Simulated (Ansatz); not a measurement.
Process, species as SMILES: [GaH] (GaH) (closed-shell singlet) → Ga atom + H atom
B3LYP-D3(BJ)/def2-TZVP geometries, fixed; electronic energies without zero-point terms.

Basis-set convergence of the atomisation energy at MP2 with Ansatz (an electronic-structure program). Cartesian d functions, on some or all atoms, in 3-21G, 6-31G, 6-31G**; all else is spherical. Cores are frozen (with 3d on Ga to Br). Open shells are unrestricted. No added dispersion term, no relativity. Functions are those of the species that has most. Reference: Hartree-Fock in aug-cc-pV5Z plus the correlation part extrapolated as X^-3 from aug-cc-pVQZ and aug-cc-pV5Z, 65.68 kcal/mol, itself unsure by roughly 0.11 kcal/mol (a third of the extrapolation step and of the last Hartree-Fock step). Deviations are taken from unrounded values.

```json
[
 {"basis": "3-21G", "functions": "25", "atomisation energy (kcal/mol)": "55.45", "minus reference (kcal/mol)": "-10.23"},
 {"basis": "6-31G", "functions": "31", "atomisation energy (kcal/mol)": "53.28", "minus reference (kcal/mol)": "-12.40"},
 {"basis": "def2-SV(P)", "functions": "34", "atomisation energy (kcal/mol)": "55.24", "minus reference (kcal/mol)": "-10.44"},
 {"basis": "6-31G**", "functions": "40", "atomisation energy (kcal/mol)": "59.25", "minus reference (kcal/mol)": "-6.43"},
 {"basis": "aug-cc-pVDZ", "functions": "45", "atomisation energy (kcal/mol)": "61.44", "minus reference (kcal/mol)": "-4.24"},
 {"basis": "def2-SVPD", "functions": "46", "atomisation energy (kcal/mol)": "62.14", "minus reference (kcal/mol)": "-3.55"},
 {"basis": "def2-TZVP", "functions": "54", "atomisation energy (kcal/mol)": "62.01", "minus reference (kcal/mol)": "-3.67"},
 {"basis": "cc-pVTZ", "functions": "57", "atomisation energy (kcal/mol)": "63.80", "minus reference (kcal/mol)": "-1.88"},
 {"basis": "def2-TZVPD", "functions": "63", "atomisation energy (kcal/mol)": "62.71", "minus reference (kcal/mol)": "-2.98"},
 {"basis": "aug-cc-pVTZ", "functions": "82", "atomisation energy (kcal/mol)": "64.36", "minus reference (kcal/mol)": "-1.32"},
 {"basis": "aug-pcseg-2", "functions": "82", "atomisation energy (kcal/mol)": "63.90", "minus reference (kcal/mol)": "-1.79"},
 {"basis": "pcseg-3", "functions": "101", "atomisation energy (kcal/mol)": "64.82", "minus reference (kcal/mol)": "-0.87"},
 {"basis": "def2-QZVP", "functions": "105", "atomisation energy (kcal/mol)": "64.87", "minus reference (kcal/mol)": "-0.82"},
 {"basis": "def2-QZVPP", "functions": "119", "atomisation energy (kcal/mol)": "64.94", "minus reference (kcal/mol)": "-0.75"},
 {"basis": "def2-QZVPPD", "functions": "128", "atomisation energy (kcal/mol)": "64.98", "minus reference (kcal/mol)": "-0.70"},
 {"basis": "aug-cc-pVQZ", "functions": "139", "atomisation energy (kcal/mol)": "65.11", "minus reference (kcal/mol)": "-0.58"},
 {"basis": "cc-pV5Z", "functions": "159", "atomisation energy (kcal/mol)": "65.24", "minus reference (kcal/mol)": "-0.44"},
 {"basis": "aug-cc-pV5Z", "functions": "220", "atomisation energy (kcal/mol)": "65.41", "minus reference (kcal/mol)": "-0.27"}
]
```
